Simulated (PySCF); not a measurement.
## Calculated NMR parameters of COC(=O)c1ccncc1

```yaml
Formula: C7H7NO2
SMILES: COC(=O)c1ccncc1
Point_group_of_the_computed_structure: C1
Degrees_of_unsaturation: 5
Carbon_signals: 5
Proton_signals: 3
```

Numbering as in the mapped SMILES `[CH3:1][O:2][C:3](=[O:4])[c:5]1[cH:6][cH:7][n:8][cH:9][cH:10]1` (H(Xn): hydrogen on atom n).

Computational details: PBE0-D3(BJ)/def2-SVP geometry, PBE0/pcSseg-1 with gauge-including orbitals, in PySCF 2.14 (no solvent model, one computed conformer, equivalent nuclei averaged, non-relativistic Hamiltonian).

References, each an isolated molecule treated in the same way: TMS for $^{1}$H (σref 31.27), $^{13}$C (σref 184.41); $^{15}$N (σref 265.67) vs NH3; H2O for $^{17}$O (σref 334.56).

| carbon | δC, type | δH (multiplicity) | HMBC from (2–3 bonds) | span of the C tensor (ppm) |
| --- | --- | --- | --- | --- |
| C1 | 52.7, CH3 | 3.91 (s) | – | 74 |
| C3 | 169.8, C | – | H(C6)/H(C10), H(C1) | 151 |
| C5 | 140.0, C | – | H(C7)/H(C9), H(C6)/H(C10) | 222 |
| C6/C10 | 128.1, CH | 7.93 (d) | H(C7)/H(C9), H(C6)/H(C10) | 229 |
| C7/C9 | 156.5, CH | 8.98 (d) | H(C7)/H(C9), H(C6)/H(C10) | 228 |

Other nuclei:
```csv
atoms,nucleus,environment,δ (ppm),σ (ppm)
N8,$^{15}$N,pyridine-type ring nitrogen,379.9,-114.3
O4,$^{17}$O,ester carbonyl oxygen,422.8,-88.3
O2,$^{17}$O,ester alkoxy oxygen,179.6,154.9
```

- Carbon types of the structure: 2 × C, 4 × CH, 1 × CH3, which accounts for all hydrogens.
- δC 169.8: ester carbonyl carbon; lone-pair donation from the attached heteroatom keeps it upfield of a ketone carbonyl.
- δC 156.5: aromatic CH next to a ring nitrogen; the adjacent pyridine-type nitrogen withdraws density from it.
- δC 140.0: substituted aromatic carbon.
- δC 128.1: aromatic CH; the aromatic region.
- δH 8.98: hydrogen on an aromatic CH next to a ring nitrogen; ring current plus the neighbouring ring nitrogen.

Shifts are as computed. Against solution values, carbons near 30 ppm lie about +2 ppm off and those near 130 ppm about +5 ppm. Of 1211 compounds with measured shifts, 218 miss one by over three times the rms of a fit or turn the order of signals round; such compounds aren't used in these exercises. Unscaled 17O shifts of doubly bonded oxygen tend to come out too high, by tens of ppm or more. Experimental scales use liquid or dissolved standards, which lie at an offset from isolated NH3 (liquid NH3: subtract about 20 ppm) and H2O (liquid H2O: subtract about 36 ppm). Unscaled 15N shifts of sp2 nitrogen come out 20 to 40 ppm too high even then. No couplings were computed; multiplicities are counted from neighbouring protons, with m where these are inequivalent, close in shift, in a saturated or five-membered ring or joined by F or P, and br s for small geminal =CH2 splittings.
